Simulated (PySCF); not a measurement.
C2H8O2Si, SMILES C[C@H](O)[SiH2]O. The structure is a stationary point at PBE-D3(BJ)/def2-SVP. The structure was generated by enumeration; whether it is a known compound was not checked. One conformer was computed; it need not be the lowest.

Computed equilibrium geometry at PBE-D3(BJ)/def2-SVP (PySCF confirms it by a frequency run) as Cartesian coordinates in Å (one conformer of several):
```xyz
13

C      2.0847    -0.3496     0.4476
C      0.8381     0.1884    -0.2405
O      0.4958     1.5283     0.2033
Si    -0.7831    -0.8195    -0.0389
O     -1.9876     0.2502    -0.5251
H      1.9139    -0.5025     1.5354
H      2.3807    -1.3311     0.0223
H      2.9383     0.3501     0.3290
H      1.0375     0.3026    -1.3288
H      0.4702     1.5010     1.1802
H     -0.8634    -2.0671    -0.8717
H     -0.9009    -1.1918     1.4235
H     -1.6154     1.1519    -0.4138
```
